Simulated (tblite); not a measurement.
Parent: `[CH3:1][O:2][SiH2:3][C:4]([CH3:5])=[C:6]([F:7])[F:8]` with C1–O2–Si3–C4 180°, O2–Si3–C4–C5 0°, C4H8F2OSi.

Structures optimised with GFN2-xTB, isolated species. One conformer each, not checked by frequencies here.

```
coordinate of the parent    value
                   C1–O2  1.395 Å
                  O2–Si3  1.618 Å
                  Si3–C4  1.883 Å
                   C4–C5  1.496 Å
                   C4=C6  1.315 Å
                   C6–F7  1.338 Å
                   C6–F8  1.338 Å
               C1–O2–Si3   128.0°
               O2–Si3–C4   100.8°
               Si3–C4–C5   122.3°
               Si3–C4–C6   116.7°
                C5–C4–C6   121.1°
                C4–C6–F7   126.9°
                C4–C6–F8   124.7°
                F7–C6–F8   108.4°
```

How does the shared frame change in `[CH3:1][S:2][SiH2:3][C:4]([CH3:5])=[C:6]([F:7])[F:8]` with C1–S2–Si3–C4 178°, S2–Si3–C4–C5 5°, C4H8F2SSi? Atoms pair as Si3 = Si3, C4 = C4, C5 = C5, C6 = C6, F7 = F8, F8 = F7 (parent first).

```
   parent   relative  value in the relative  change
   Si3–C4     Si3–C4                1.881 Å  -0.002
    C4–C5      C4–C5                1.496 Å   0.000
    C4=C6      C4=C6                1.316 Å  +0.001
    C6–F7      C6–F8                1.333 Å  -0.005
    C6–F8      C6–F7                1.337 Å  -0.001
Si3–C4–C5  Si3–C4–C5                 122.2°    -0.1
Si3–C4–C6  Si3–C4–C6                 116.3°    -0.4
 C5–C4–C6   C5–C4–C6                 121.5°    +0.4
 C4–C6–F7   C4–C6–F8                 126.9°     0.0
 C4–C6–F8   C4–C6–F7                 124.3°    -0.4
 F7–C6–F8   F8–C6–F7                 108.7°    +0.3
```

Of the parent's bonds, C6–F7 changes most (-0.005 Å). Bonds of the relative outside the shared frame: C1–S2 1.816, S2–Si3 2.139 Å.

How does the shared frame change in `[CH3:1][O:2][SiH2:3][C:4]([SiH3:5])=[C:6]([F:7])[F:8]` with C1–O2–Si3–C4 180°, O2–Si3–C4–Si5 0°, C3H8F2OSi2? Atoms pair as C1 = C1, O2 = O2, Si3 = Si3, C4 = C4, C6 = C6, F7 = F8, F8 = F7 (parent first).

| parent | relative | value in the relative | change |
| --- | --- | --- | --- |
| C1–O2 | C1–O2 | 1.393 Å | -0.002 |
| O2–Si3 | O2–Si3 | 1.620 Å | +0.002 |
| Si3–C4 | Si3–C4 | 1.878 Å | -0.005 |
| C4=C6 | C4=C6 | 1.310 Å | -0.005 |
| C6–F7 | C6–F8 | 1.337 Å | -0.001 |
| C6–F8 | C6–F7 | 1.342 Å | +0.004 |
| C1–O2–Si3 | C1–O2–Si3 | 127.7° | -0.3 |
| O2–Si3–C4 | O2–Si3–C4 | 99.3° | -1.5 |
| Si3–C4–C6 | Si3–C4–C6 | 116.2° | -0.5 |
| C4–C6–F7 | C4–C6–F8 | 127.2° | +0.3 |
| C4–C6–F8 | C4–C6–F7 | 125.7° | +1.0 |
| F7–C6–F8 | F8–C6–F7 | 107.2° | -1.2 |

Of the parent's bonds, Si3–C4, C4–C6 and C6–F8 change most and about equally (-0.005 to +0.004 Å). Bonds of the relative outside the shared frame: C4–Si5 1.890 Å.

The numbers are calculated, not measured.
